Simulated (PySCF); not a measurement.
Mg(F)(Me), CH3FMg, SMILES [CH3][Mg][F], singlet (PBE0/def2-SVP optimised geometry):

```
6

Mg    -0.360    -0.143     0.000
F     -2.125    -0.143     0.007
C      1.717    -0.143     0.000
H      2.123    -0.428     0.985
H      2.122     0.853    -0.245
H      2.125    -0.853    -0.739
```

Computed with PBE0/def2-TZVP run with PySCF.

Question: What are the frontier orbital energies and the dipole moment?

Answer: HOMO-2 -9.70 eV, HOMO-1 -9.70 eV, HOMO -7.58 eV, LUMO -1.04 eV, LUMO+1 0.24 eV; dipole moment 2.02 D.

Meta-Löwdin charges at PBE0/def2-TZVP: Mg1 1.41, F2 -0.85, C3 -0.91, H4 0.11, H5 0.11, H6 0.11.
